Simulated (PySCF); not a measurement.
# CrO3: 4 charge schemes on one density

Compound: CrO₃ (singlet state).
Structure used (PBE0-D3(BJ)/def2-SVP), in Å, numbered top down from 1:
```
atom  x, y, z in Å
Cr1    0.019    0.005    0.295
O2     1.490   -0.016   -0.197
O3    -0.745    1.305   -0.073
O4    -0.764   -1.294   -0.025
```

Density: PBE0/pcSseg-1 (pcSseg-2 on Cr) (PySCF); schemes: Mulliken, IAO, Hirshfeld and ESP-fitted. Geometry: PBE0-D3(BJ)/def2-SVP; no solvent, vibrations or thermal averaging.

Question: Which atoms carry the lowest charge in the Mulliken, IAO, Hirshfeld and ESP-fitted schemes?

Answer: All schemes pick atoms of one kind: Mulliken O2, O3 and O4 (-0.344); IAO O3 (-0.496); Hirshfeld O2, O3 and O4 (-0.253); ESP-fitted O2, O3 and O4 (-0.546).

Question: For which atoms does the sign change between the 4 schemes (beyond +0.03 e in one, beyond −0.03 e in another)?

Answer: For none.

Question: Tabulate the Mulliken, IAO, Hirshfeld and ESP-fitted charges.

Answer: In e:

```tsv
atom	environment	Mulliken	IAO	Hirshfeld	ESP-fitted
Cr1	chromium bonded to 3 O	+1.032	+1.486	+0.759	+1.638
O2	oxygen bonded to Cr	-0.344	-0.495	-0.253	-0.546
O3	oxygen bonded to Cr	-0.344	-0.496	-0.253	-0.546
O4	oxygen bonded to Cr	-0.344	-0.495	-0.253	-0.546
```

Mean size of the charges over all atoms: ESP-fitted 0.819 e, IAO 0.743 e, Mulliken 0.516 e, Hirshfeld 0.380 e. Each set sums to the total charge, 0, to within 0.001 e. The Hirshfeld scheme weights the molecular density at each point by an atom's share of the summed free-atom densities.

Question: Sum the charges by element, for elements with more than one atom.

Answer: 
| element | atoms | Mulliken | IAO | Hirshfeld | ESP-fitted |
| --- | --- | --- | --- | --- | --- |
| O | 3 | -1.032 | -1.486 | -0.760 | -1.638 |

Question: How many electrons does the ESP-fitted scheme count on O2?

Answer: Z − q = 8 − (-0.546) = 8.546.

These values come from a run that also computed NMR shieldings. The run took 5.7 s on Arm Neoverse V2, one thread, shared host.
